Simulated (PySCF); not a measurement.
Working out the ionisation energy of Ar⁺

Ar⁺ [Ne] 3s2 3p5 (2P) → Ar²⁺ [Ne] 3s2 3p4 (3P). All numbers are calculated (PySCF 2.14, no relativity, point nucleus, in aug-cc-pwCVDZ). Frozen: 1s2. Energies in hartree (1 hartree = 27.21139 eV):

```tsv
part	Ar⁺ (lower)	Ar²⁺ (upper)
UHF	-526.261926	-525.292063
CCSD correlation	-0.292016	-0.266479
(T)	-0.003246	-0.002609
```

**Question.** What does Hartree-Fock give?

**Answer.** (-525.292063) − (-526.261926) = 0.969863 hartree = 26.391 eV.

**Question.** What do CCSD and CCSD(T) give?

**Answer.** The CCSD correlation energies differ by 0.025537 hartree = 0.695 eV and the triples by 0.000637 hartree = 0.017 eV, so CCSD gives 27.086 eV and CCSD(T) 27.103 eV.

A first-order spin-orbit estimate adds -0.006 eV to CCSD(T) (valence and next inner shell), giving 27.097 eV against 27.630 eV (measured; NIST Atomic Spectra Database, ionization energies).

A double-zeta basis recovers only part of the correlation energy.

What remains against the reference includes basis incompleteness, the frozen core and higher excitations.
